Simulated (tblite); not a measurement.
Parent: `[SiH3:1][CH2:2][S:3][Si@@H:4]([Cl:5])[CH:6]1[CH2:7][CH2:8]1` with Si1–C2–S3–Si4 79°, C2–S3–Si4–Cl5 38°, S3–Si4–C6–C7 99°, C4H11ClSSi2.

Computed geometry: GFN2-xTB, gas phase. One conformer each, not checked by frequencies here.

```csv
coordinate of the parent,value
Si1–C2,1.904 Å
C2–S3,1.831 Å
S3–Si4,2.142 Å
Si4–Cl5,2.028 Å
Si4–C6,1.873 Å
C6–C7,1.504 Å
C7–C8,1.490 Å
C6–C8,1.504 Å
Si1–C2–S3,113.1°
C2–S3–Si4,102.5°
S3–Si4–Cl5,110.1°
S3–Si4–C6,107.0°
Cl5–Si4–C6,110.5°
Si4–C6–C7,119.4°
Si4–C6–C8,119.2°
C7–C6–C8,59.4°
C6–C7–C8,60.3°
C6–C8–C7,60.3°
```

How does the shared frame change in `[CH3:1][SiH2:2][CH2:3][S:4][Si@@H:5]([Cl:6])[CH:7]1[CH2:8][CH2:9]1` with C1–Si2–C3–S4 55°, Si2–C3–S4–Si5 78°, C3–S4–Si5–Cl6 38°, S4–Si5–C7–C8 105°, C5H13ClSSi2? Atoms pair as Si1 = Si2, C2 = C3, S3 = S4, Si4 = Si5, Cl5 = Cl6, C6 = C7, C7 = C8, C8 = C9 (parent first).

| parent | relative | value in the relative | change |
| --- | --- | --- | --- |
| Si1–C2 | Si2–C3 | 1.908 Å | +0.004 |
| C2–S3 | C3–S4 | 1.832 Å | +0.001 |
| S3–Si4 | S4–Si5 | 2.140 Å | -0.002 |
| Si4–Cl5 | Si5–Cl6 | 2.029 Å | +0.001 |
| Si4–C6 | Si5–C7 | 1.874 Å | +0.001 |
| C6–C7 | C7–C8 | 1.504 Å | 0.000 |
| C7–C8 | C8–C9 | 1.490 Å | 0.000 |
| C6–C8 | C7–C9 | 1.503 Å | -0.001 |
| Si1–C2–S3 | Si2–C3–S4 | 113.3° | +0.2 |
| C2–S3–Si4 | C3–S4–Si5 | 102.4° | -0.1 |
| S3–Si4–Cl5 | S4–Si5–Cl6 | 110.1° | 0.0 |
| S3–Si4–C6 | S4–Si5–C7 | 106.5° | -0.5 |
| Cl5–Si4–C6 | Cl6–Si5–C7 | 110.7° | +0.2 |
| Si4–C6–C7 | Si5–C7–C8 | 119.8° | +0.4 |
| Si4–C6–C8 | Si5–C7–C9 | 119.1° | -0.1 |
| C7–C6–C8 | C8–C7–C9 | 59.4° | 0.0 |
| C6–C7–C8 | C7–C8–C9 | 60.3° | 0.0 |
| C6–C8–C7 | C7–C9–C8 | 60.3° | 0.0 |

Of the parent's bonds, Si1–C2 changes most (+0.004 Å). Bonds of the relative outside the shared frame: C1–Si2 1.894 Å. Point group C1 → C1.
